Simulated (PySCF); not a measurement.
Working out the ionisation energy of F²⁺

F²⁺ [He] 2s2 2p3 (4S) → F³⁺ [He] 2s2 2p2 (3P). All numbers are calculated (PySCF 2.14, scalar relativity by spin-free X2C-1e, in Sapporo-DZP-2012). Frozen: 1s2. Energies in hartree (1 hartree = 27.21139 eV):

```json
{"part": "UHF", "F²⁺ (lower)": "-97.650478", "F³⁺ (upper)": "-95.367428"}
{"part": "CCSD correlation", "F²⁺ (lower)": "-0.090758", "F³⁺ (upper)": "-0.085896"}
{"part": "(T)", "F²⁺ (lower)": "-0.000460", "F³⁺ (upper)": "-0.000547"}
```

Problem. What does Hartree-Fock give?

Solution. (-95.367428) − (-97.650478) = 2.283050 hartree = 62.125 eV.

Problem. What do CCSD and CCSD(T) give?

Solution. The CCSD correlation energies differ by 0.004862 hartree = 0.132 eV and the triples by -0.000087 hartree = -0.002 eV, so CCSD gives 62.257 eV and CCSD(T) 62.255 eV.

Reference: 62.708 eV (semi-empirical (NIST evaluation); NIST Atomic Spectra Database, ionization energies), between the lowest levels; spin-orbit coupling is absent from the calculation.

A double-zeta basis recovers only part of the correlation energy.

What remains against the reference includes basis incompleteness, the frozen core and higher excitations.
